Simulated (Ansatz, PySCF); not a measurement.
Gas-phase reaction (SMILES): C[Si](Br)(Br)Br + O (H2O) -> O[Si](Br)(Br)Br + C (CH4); water cleaves one Si-C bond, a model of a ligand-exchange step.

Geometries: B3LYP-D3(BJ)/def2-TZVP minima from Ansatz (an electronic-structure program), one conformer each, not searched for the lowest. Valence correlation only, unless marked. Spin-orbit coupling is left out. The frozen core is the preceding noble-gas configuration, with the filled d and f shells of earlier blocks. No relativistic terms. CBS(X,Y): correlation extrapolated as X^-3; Hartree-Fock from the larger set. Thermal terms are rigid-rotor harmonic-oscillator values from B3LYP-D3(BJ) frequencies (Ansatz or PySCF) at 298.15 K and 1 atm. 1 Eh = 627.5095 kcal/mol.

```tsv
species	E, CCSD(T)/CBS(def2-TZVPPD,def2-QZVPPD) (Ansatz) (Eh)	E, PBE-D3(BJ)/def2-TZVPD (Ansatz + dftd3) (Eh)	H - E (Eh)
C[Si](Br)(Br)Br	-8047.14632	-8050.71051	0.04981
O (H2O)	-76.37558	-76.38147	0.02495
O[Si](Br)(Br)Br	-8083.09746	-8086.65778	0.02646
C (CH4)	-40.45806	-40.46420	0.04840
```

Q: Work out ΔE and ΔH at 298.15 K at the first level, then ΔH at the second.

A: 
1. ΔE = [(-8083.09746) + (-40.45806)] - [(-8047.14632) + (-76.37558)] = -0.03362 Eh = -21.1 kcal/mol at CCSD(T)/CBS(def2-TZVPPD,def2-QZVPPD).
2. The terms H - E add up to 0.00010 Eh, so ΔH = (-0.03362 + (0.00010))×627.5095 = -21.0 kcal/mol.
3. At PBE-D3(BJ)/def2-TZVPD the same steps give ΔE = -18.8 and ΔH = -18.8 kcal/mol, a shift of +2.2 from the first level.
4. These values are not checked against measurement here, since the tables used lack a sound gas-phase enthalpy of formation for at least one species.
